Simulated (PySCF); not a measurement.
Compound: C₆H₁₂NP.
Bonds: C1–C2, C2–P3 (double), P3–N4, N4–C5, N4–C6, P3–C7, C7–C8 (double), P3–C8. Hydrogens: H9, H10, H11 on C1; H12 on C2; H13, H14, H15 on C5; H16, H17, H18 on C6; H19 on C7; H20 on C8.

The same species was optimised twice, with GFN2-xTB and with PBE0-D3(BJ)/def2-SVP (PySCF), and the same property calculations (PySCF, gas phase) were run on both structures.

```
     coordinate  GFN2-xTB  PBE0-D3(BJ)/def2-SVP  change
      C2=P3 (Å)     1.719                 1.658  -0.061
      P3–C7 (Å)     1.827                 1.787  -0.040
      P3–C8 (Å)     1.802                 1.763  -0.039
      C1–C2 (Å)     1.509                 1.499  -0.010
      N4–C5 (Å)     1.444                 1.438  -0.006
      C7=C8 (Å)     1.349                 1.345  -0.004
      P3–N4 (Å)     1.675                 1.678  +0.003
      N4–C6 (Å)     1.445                 1.444  -0.001
   N4–P3–C8 (°)     109.9                 119.2    +9.3
   C2–P3–C7 (°)     142.2                 134.5    -7.7
   C1–C2–P3 (°)     116.1                 123.3    +7.2
   C2–P3–C8 (°)     119.6                 123.0    +3.4
   N4–P3–C7 (°)     107.0                 109.0    +2.0
   P3–N4–C5 (°)     121.0                 122.6    +1.6
   C5–N4–C6 (°)     114.4                 115.4    +1.0
   C7–P3–C8 (°)      43.6                  44.5    +0.9
C2–P3–N4–C5 (°)       150                   150       0
```

Rotational constants: A = 2464, B = 1473, C = 1025 MHz (GFN2-xTB) against A = 2479, B = 1444, C = 1025 MHz (PBE0-D3(BJ)/def2-SVP). Point groups within 0.08 Å: C1 and C1.

On the GFN2-xTB structure: HOMO (eV) -5.06 [PBE0/pcSseg-1]; LUMO (eV) -0.45 [PBE0/pcSseg-1]; dipole (D) 2.36 [PBE0/pcSseg-1]; GIAO shielding of C1 (ppm) 173.7 [PBE0/pcSseg-1]; GIAO shielding of C2 (ppm) 164.5 [PBE0/pcSseg-1]; GIAO shielding of P3 (ppm) 373.8 [PBE0/pcSseg-1]; GIAO shielding of N4 (ppm) 222.7 [PBE0/pcSseg-1]; GIAO shielding of C5/C6 (mean) (ppm) 149.1 [PBE0/pcSseg-1]; GIAO shielding of C7/C8 (mean) (ppm) 3.4 [PBE0/pcSseg-1].

Task: What do these properties become on the PBE0-D3(BJ)/def2-SVP structure?

Result: 
| property | level | on GFN2-xTB | on PBE0-D3(BJ)/def2-SVP | change |
| --- | --- | --- | --- | --- |
| HOMO (eV) | PBE0/pcSseg-1 | -5.06 | -4.78 | +0.28 |
| LUMO (eV) | PBE0/pcSseg-1 | -0.45 | -0.52 | -0.07 |
| dipole (D) | PBE0/pcSseg-1 | 2.36 | 2.56 | +0.20 |
| energy, GFN2-xTB geometry as zero (kcal/mol) | PBE0/pcSseg-1 | 0.0 | -7.8 | -7.8 |
| GIAO shielding of C1 (ppm) | PBE0/pcSseg-1 | 173.7 | 174.0 | +0.3 |
| GIAO shielding of C2 (ppm) | PBE0/pcSseg-1 | 164.5 | 179.5 | +15.0 |
| GIAO shielding of P3 (ppm) | PBE0/pcSseg-1 | 373.8 | 382.3 | +8.5 |
| GIAO shielding of N4 (ppm) | PBE0/pcSseg-1 | 222.7 | 225.4 | +2.7 |
| GIAO shielding of C5/C6 (mean) (ppm) | PBE0/pcSseg-1 | 149.1 | 148.2 | -0.9 |
| GIAO shielding of C7/C8 (mean) (ppm) | PBE0/pcSseg-1 | 3.4 | 4.8 | +1.4 |

The heavy atoms differ by 0.126 Å rms after alignment. Among the bonds compared C2=P3 changes most (-0.061 Å). Changes are differences of the printed values. Neither structure is proved a minimum here.

The values belong to the conformer `[CH3:1][CH:2]=[P:3]1([N:4]([CH3:5])[CH3:6])[CH:7]=[CH:8]1`: C2–P3–N4–C5 150°.
